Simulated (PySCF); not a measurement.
BiF3, SMILES [F][Bi]([F])[F].

Coordinates come from a B3LYP-D3(BJ)/def2-SVP optimisation. The isomer is the one that the SMILES or the coordinates give; other isomers of the formula were not compared. The def2 effective core potentials stand for the cores of Bi; spin–orbit coupling is left out.

Method: PySCF with TDA-ωB97X/def2-SVPD.

Vertical excitations; the highest root listed may be one member of a degenerate set. Gas-phase values at a fixed geometry. State labels are in the subgroup Cs.

| state | symmetry | energy (eV) | λ (nm) | f | main pairs |
|---|---|---|---|---|---|
| S1 | A" | 7.35 | 169 | 0.099 | HOMO→LUMO (degenerate set) |
| S2 | A' | 7.35 | 169 | 0.099 | HOMO→LUMO+1 (degenerate set) |
| S3 | A' | 7.65 | 162 | 0.188 | HOMO→LUMO+2 92 % |
| S4 | A' | 7.98 | 155 | 0.001 | HOMO−1→LUMO, HOMO−3→LUMO, HOMO−2→LUMO+1 (degenerate set) |
| S5 | A" | 7.98 | 155 | 0.001 | HOMO−1→LUMO+1, HOMO−3→LUMO+1, HOMO−2→LUMO (degenerate set) |
| S6 | A' | 8.04 | 154 | 0.003 | HOMO−2→LUMO+1 45 %, HOMO−3→LUMO 45 % |
| S7 | A" | 8.06 | 154 | 0.000 | HOMO−2→LUMO 26 %, HOMO−3→LUMO+1 26 %, HOMO−1→LUMO+2 26 %, HOMO−4→LUMO+1 8 % |
| S8 | A' | 8.17 | 152 | 0.046 | HOMO−4→LUMO, HOMO−5→LUMO+1, HOMO−3→LUMO, HOMO−2→LUMO+1 (degenerate set) |
| S9 | A" | 8.17 | 152 | 0.046 | HOMO−5→LUMO, HOMO−4→LUMO+1, HOMO−3→LUMO+1, HOMO−2→LUMO (degenerate set) |
| S10 | A" | 8.28 | 150 | 0.000 | HOMO−1→LUMO+2 24 %, HOMO−3→LUMO+1 22 %, HOMO−2→LUMO 22 %, HOMO−4→LUMO+1 14 % |
| T1 | A" | 6.28 | 197 | 0 | HOMO→LUMO (degenerate set) |
| T2 | A' | 6.28 | 197 | 0 | HOMO→LUMO+1 (degenerate set) |
| T3 | A' | 6.73 | 184 | 0 | HOMO→LUMO+2 89 % |
| T4 | A" | 7.57 | 164 | 0 | HOMO−1→LUMO+2 38 %, HOMO−2→LUMO 16 %, HOMO−4→LUMO+1 14 %, HOMO−3→LUMO+1 12 % |
Triplets are in the Tamm–Dancoff approximation.
